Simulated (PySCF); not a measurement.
ethylene glycol (C2H6O2), singlet, at a GFN2-xTB geometry; PBE/def2-SVP in PySCF.

The PySCF input:
```python
from pyscf import gto, scf, dft

mol = gto.M(
    atom='''
O     1.388627   -0.506554    0.021946
C     0.631635    0.668434   -0.198355
C    -0.809647    0.235748   -0.470992
O    -1.376300   -0.403433    0.640800
H     2.302154   -0.267360    0.203737
H     0.657454    1.313703    0.689952
H     1.016993    1.228516   -1.060371
H    -1.428327    1.110285   -0.681176
H    -0.816259   -0.430666   -1.345054
H    -0.762555   -1.099674    0.907025
''',
    basis='def2-svp',
    charge=0,
    spin=0,
    verbose=5,
)

mf = dft.RKS(mol)
mf.xc = 'pbe'
mf.kernel()
mf.analyze()
```

Problem. What does PySCF print? Leave out banner, timings and long lists.

Solution. 
```
PySCF version 2.14.0

[INPUT] verbose = 5
[INPUT] max_memory = 4000
[INPUT] num. atoms = 10
[INPUT] num. electrons = 34
[INPUT] charge = 0
[INPUT] spin (= nelec alpha-beta = 2S) = 0
[INPUT] symmetry False subgroup None
[INPUT] Mole.unit = angstrom
[INPUT] Symbol           X                Y                Z      unit          X                Y                Z       unit  Magmom
[...]
[INPUT] ---------------- BASIS SET ----------------
[INPUT] l, kappa, [nprim/nctr], expnt,             c_1 c_2 ...
[INPUT] C
[...]
                                186.29004992      0.040638409211
                                42.251176346      0.18025593888
                                11.676557932      0.46315121755
                                3.5930506482      0.44087173314
[...]
                                2.0103545142      0.21117025112
                                0.54771004707     0.51328172114
[...]
[INPUT] H
[...]
                                1.9622572         0.13796524
                                0.44453796        0.47831935
[...]
[INPUT] O
[...]
                                340.87010191      -0.03989003923
                                77.363135167      -0.17853911985
                                21.47964494       -0.46427684959
                                6.6589433124      -0.44309745172
[...]
                                3.863550544       0.23094120765
                                1.0480920883      0.51375311064
[...]
nuclear repulsion = 133.379716335674
number of shells = 42
number of NR pGTOs = 138
number of NR cGTOs = 86
basis = def2-svp
ecp = {}

******** <class 'pyscf.dft.rks.RKS'> ********
method = RKS
initial guess = minao
damping factor = 0
level_shift factor = 0
DIIS = <class 'pyscf.scf.diis.CDIIS'>
diis_start_cycle = 1
diis_space = 8
diis_damp = 0
SCF conv_tol = 1e-09
SCF conv_tol_grad = None
SCF max_cycles = 50
direct_scf = True
direct_scf_tol = 1e-13
XC library pyscf.dft.libxc version 7.1.2
    S. Lehtola, C. Steigemann, M. J. T. Oliveira, and M. A. L. Marques,  SoftwareX 7, 1–5 (2018)
XC functionals = pbe
    J. P. Perdew, K. Burke, and M. Ernzerhof,  Phys. Rev. Lett. 77, 3865 (1996)
    J. P. Perdew, K. Burke, and M. Ernzerhof,  Phys. Rev. Lett. 78, 1396 (1997)
    J. P. Perdew, K. Burke, and M. Ernzerhof,  Phys. Rev. Lett. 77, 3865 (1996)
    J. P. Perdew, K. Burke, and M. Ernzerhof,  Phys. Rev. Lett. 78, 1396 (1997)
radial grids:
    Treutler-Ahlrichs [JCP 102, 346 (1995); DOI:10.1063/1.469408] (M4) radial grids

becke partition: Becke, JCP 88, 2547 (1988); DOI:10.1063/1.454033
pruning grids: <function nwchem_prune>
grids dens level: 3
symmetrized grids: False
atomic radii adjust function: <function treutler_atomic_radii_adjust>
small_rho_cutoff = 0
Set gradient conv threshold to 3.16228e-05
Initial guess from minao.
atom O rad-grids = 75, ang-grids = [ 50  50  50  50  50  50  50  50  50  50  50  50  50  50  50  50  50  50
  50  50  50  50  50  86  86  86  86  86  86  86  86  86 266 266 266 266
 266 266 266 302 302 302 302 302 302 302 302 302 302 302 302 302 302 302
 302 302 302 302 302 266 266 266 266 266 266 266 266 266 266 266 266 266
 266 266 266]
atom C rad-grids = 75, ang-grids = [ 50  50  50  50  50  50  50  50  50  50  50  50  50  50  50  50  50  50
  50  50  50  50  86  86  86  86  86  86  86  86  86  86 266 266 266 266
 266 266 302 302 302 302 302 302 302 302 302 302 302 302 302 302 302 302
 302 302 302 302 266 266 266 266 266 266 266 266 266 266 266 266 266 266
 266 266 266]
atom H rad-grids = 50, ang-grids = [ 50  50  50  50  50  50  50  50  50  50  50  50  50  50  50  86  86  86
  86 266 266 266 266 266 302 302 302 302 302 302 302 302 302 302 302 302
 302 266 266 266 266 266 266 266 266 266 266 266 266 266]
tot_boxes 2535, boxes in each direction [13 11 11]
Padding 0 grids
tot grids = 115248
nelec by numeric integration = 33.97562629963767
E1 = -574.6650312622459  E2 = 211.24530117249464  Ecoul = 240.91507548755425  Exc = -29.669774315059602
init E= -230.040013754078
cond(S) = 1710.8144325258336
[...]
  mo_energy =
[-1.89643121e+01 -1.89619602e+01 -9.97708046e+00 -9.97540153e+00
 -1.05466411e+00 -1.03665733e+00 -7.46114834e-01 -6.47104979e-01
 -5.67923952e-01 -5.49090093e-01 -5.06079931e-01 -4.84249430e-01
 -4.58294907e-01 -4.29328993e-01 -3.87842994e-01 -3.49992094e-01
 -3.43335422e-01 -1.72445793e-02  2.27443317e-02  3.17195368e-02
  5.93986992e-02  6.60619891e-02  8.12015262e-02  9.54648362e-02
  1.07886642e-01  1.30595757e-01  3.68568777e-01  3.78014792e-01
  3.84697129e-01  3.97911284e-01  4.59419745e-01  4.77448344e-01
  5.05681857e-01  5.36798590e-01  5.53902233e-01  5.62395072e-01
  5.77940991e-01  5.91705869e-01  6.02929993e-01  7.25402018e-01
  8.00286969e-01  8.15050643e-01  8.37517442e-01  8.75290161e-01
  9.99910848e-01  1.04105051e+00  1.13565689e+00  1.17211913e+00
  1.23174435e+00  1.25311113e+00  1.35373603e+00  1.37553601e+00
  1.39037252e+00  1.47257472e+00  1.52213541e+00  1.59233709e+00
  1.60006436e+00  1.64364479e+00  1.68340081e+00  1.70372718e+00
  1.73239585e+00  1.73902337e+00  1.76966938e+00  1.82619146e+00
  1.97748260e+00  1.99370747e+00  2.07570221e+00  2.09087142e+00
  2.11602934e+00  2.17521896e+00  2.31126297e+00  2.34550513e+00
  2.56507476e+00  2.59617693e+00  2.67191388e+00  2.69499870e+00
  2.72320563e+00  2.77037154e+00  2.83819763e+00  2.86585425e+00
  2.95497724e+00  2.96411136e+00  3.09736814e+00  3.14172291e+00
  3.53862131e+00  3.56385326e+00]
nelec by numeric integration = 33.99997957600915
E1 = -582.644572690343  E2 = 219.62230361516126  Ecoul = 250.20506630108463  Exc = -30.582762685923377
cycle= 1 E= -229.642552739508  delta_E= 0.397  |g|= 0.922  |ddm|= 3.05
[...]
  mo_energy =
[-18.31825848 -18.27303764  -9.88665131  -9.85756549  -0.79318209
  -0.74206679  -0.59234648  -0.48780452  -0.39838535  -0.38007316
  -0.31366516  -0.309857    -0.27663642  -0.15394447  -0.113811
  -0.07432884  -0.04148098   0.05110185   0.090297     0.10440427
[...]
converged SCF energy = -229.805333765151
Total Energy =                        -229.805333765151204
[...]
2 C 3py         -0.02023  -0.01445   0.02309   0.01221   0.01400
2 C 3pz          0.00191   0.03587  -0.00871  -0.00077  -0.01123
2 C 3dxy         0.26188   0.06108   0.02042  -0.15005  -0.00902
2 C 3dyz        -0.01664   0.35854  -0.15687   0.07764   0.03930
2 C 3dz^2       -0.19554   0.00747   0.03179  -0.12209  -0.00969
2 C 3dxz        -0.00390  -0.12747  -0.17661   0.24881  -0.01358
2 C 3dx2-y2     -0.01409   0.15759   0.00718  -0.12274  -0.02581
3 O 1s           0.00003  -0.00017  -0.00027   0.00019  -0.00066
3 O 2s           0.00025   0.00644  -0.00844   0.00995  -0.00679
3 O 3s          -0.00362   0.12146  -0.11135   0.16774  -0.03632
3 O 2px         -0.00015   0.00130  -0.00931   0.01202  -0.00647
3 O 2py          0.00085  -0.00202   0.00060  -0.00145   0.00841
3 O 2pz         -0.00048   0.00057   0.00650  -0.00818  -0.00349
3 O 3px          0.01137   0.11306  -0.01726   0.03988  -0.03282
3 O 3py          0.01910   0.00850  -0.03287   0.04766   0.05033
3 O 3pz          0.01086  -0.06742   0.05534  -0.06733  -0.03432
3 O 3dxy         0.16183  -0.19720   0.02427   0.00395   0.29245
3 O 3dyz        -0.10776  -0.04123   0.42722  -0.60548   0.11703
3 O 3dz^2       -0.30298  -0.07971  -0.18849   0.19197   0.15518
3 O 3dxz        -0.09424  -0.54292   0.15775  -0.12165  -0.13341
3 O 3dx2-y2     -0.07164   0.49547   0.13703  -0.17113   0.05162
4 H 1s          -0.00113  -0.00140  -0.00776  -0.00039   0.03655
4 H 2s           0.03516   0.00900   0.05648   0.02454  -0.14258
4 H 2px          0.09873   0.02496   0.09254   0.01381  -0.37170
4 H 2py         -0.17444   0.01875   0.12157   0.08208  -0.09228
4 H 2pz          0.02335  -0.04498   0.00628   0.01011  -0.07384
5 H 1s          -0.00800   0.01260  -0.00226  -0.00208  -0.00137
5 H 2s           0.02121  -0.01613   0.00389   0.01596  -0.00616
5 H 2px         -0.00476  -0.02239   0.01986  -0.03622   0.00306
5 H 2py          0.03407  -0.08142   0.03773   0.02587  -0.02469
5 H 2pz          0.11982  -0.09609   0.00341   0.01459   0.00315
6 H 1s          -0.01218  -0.00974  -0.00156  -0.00279  -0.00178
6 H 2s           0.02776   0.01179   0.01460  -0.00111  -0.00198
6 H 2px          0.03626   0.02827  -0.03885   0.04058   0.01083
6 H 2py          0.04967   0.04590   0.03598   0.03418  -0.02376
6 H 2pz         -0.14909  -0.07555  -0.00918  -0.00558  -0.00964
7 H 1s           0.00566   0.01033  -0.00243  -0.00893  -0.00215
7 H 2s          -0.01238  -0.01947  -0.01065   0.01800  -0.00531
7 H 2px         -0.01560   0.12738  -0.01416  -0.08600  -0.01175
7 H 2py         -0.07813  -0.07335   0.01416   0.07949   0.01309
7 H 2pz          0.00190  -0.06232  -0.02555   0.01450  -0.01826
8 H 1s           0.00416  -0.01190   0.00642   0.00035  -0.00075
8 H 2s          -0.00509   0.02671  -0.01049   0.01040  -0.00094
8 H 2px          0.04582  -0.02024  -0.00141   0.05659  -0.00954
8 H 2py          0.08830  -0.06969   0.03514  -0.00511  -0.01419
8 H 2pz          0.00727  -0.12100   0.05910  -0.00453   0.00138
9 H 1s           0.00063  -0.00074   0.00499  -0.00532   0.01783
9 H 2s           0.00882   0.04137  -0.03181   0.06071  -0.06968
9 H 2px          0.02662  -0.09375  -0.09489   0.13420  -0.15272
9 H 2py          0.03915  -0.10677   0.03364  -0.05769   0.13595
9 H 2pz          0.00922   0.15855   0.01732  -0.05977  -0.04585
               #86
0 O 1s           0.00073
0 O 2s           0.00680
0 O 3s           0.02922
0 O 2px          0.01250
0 O 2py          0.00269
0 O 2pz          0.00165
0 O 3px          0.08669
0 O 3py          0.00827
0 O 3pz          0.00324
0 O 3dxy         0.19458
0 O 3dyz         0.02374
0 O 3dz^2       -0.12858
0 O 3dxz         0.11106
0 O 3dx2-y2      0.26501
1 C 1s          -0.00019
1 C 2s           0.00317
1 C 3s          -0.00268
1 C 2px          0.00526
1 C 2py         -0.00058
1 C 2pz          0.00139
1 C 3px          0.00471
1 C 3py          0.00430
1 C 3pz          0.01517
1 C 3dxy        -0.05240
1 C 3dyz        -0.04619
1 C 3dz^2        0.01685
1 C 3dxz        -0.01273
1 C 3dx2-y2     -0.00433
2 C 1s           0.00027
2 C 2s          -0.00481
2 C 3s          -0.00022
2 C 2px          0.00142
2 C 2py          0.00935
2 C 2pz         -0.00980
2 C 3px          0.01784
2 C 3py         -0.00242
2 C 3pz         -0.01750
2 C 3dxy        -0.09647
2 C 3dyz         0.07256
2 C 3dz^2       -0.08921
2 C 3dxz         0.05424
2 C 3dx2-y2      0.04054
3 O 1s          -0.00102
3 O 2s          -0.01212
3 O 3s          -0.07365
3 O 2px         -0.01206
3 O 2py          0.01749
3 O 2pz         -0.00953
3 O 3px         -0.06423
3 O 3py          0.11438
3 O 3pz         -0.07275
3 O 3dxy         0.60764
3 O 3dyz         0.11824
3 O 3dz^2        0.34857
3 O 3dxz        -0.27406
3 O 3dx2-y2      0.02528
4 H 1s          -0.01844
4 H 2s           0.06942
4 H 2px          0.18388
4 H 2py          0.04564
4 H 2pz          0.04085
5 H 1s          -0.00002
5 H 2s          -0.00023
5 H 2px         -0.00088
5 H 2py          0.01541
5 H 2pz         -0.01197
6 H 1s          -0.00103
6 H 2s           0.00531
6 H 2px          0.01510
6 H 2py          0.01844
6 H 2pz         -0.01133
7 H 1s          -0.00420
7 H 2s           0.00907
7 H 2px         -0.01123
7 H 2py          0.05640
7 H 2pz         -0.03196
8 H 1s          -0.00125
8 H 2s          -0.00156
8 H 2px         -0.02251
8 H 2py         -0.00042
8 H 2pz          0.01531
9 H 1s           0.03575
9 H 2s          -0.13222
9 H 2px         -0.22219
9 H 2py          0.28386
9 H 2pz         -0.11582
 ** Mulliken pop on meta-lowdin orthogonal AOs  **
 ** Mulliken pop  **
 ** Mulliken atomic charges  **
charge of    0O =     -0.50427
charge of    1C =      0.00517
charge of    2C =      0.02311
charge of    3O =     -0.49407
charge of    4H =      0.31385
charge of    5H =      0.08171
charge of    6H =      0.08011
charge of    7H =      0.10582
charge of    8H =      0.08117
charge of    9H =      0.30740
Dipole moment(X, Y, Z, Debye):  2.21096,  0.80645, -0.39284
```
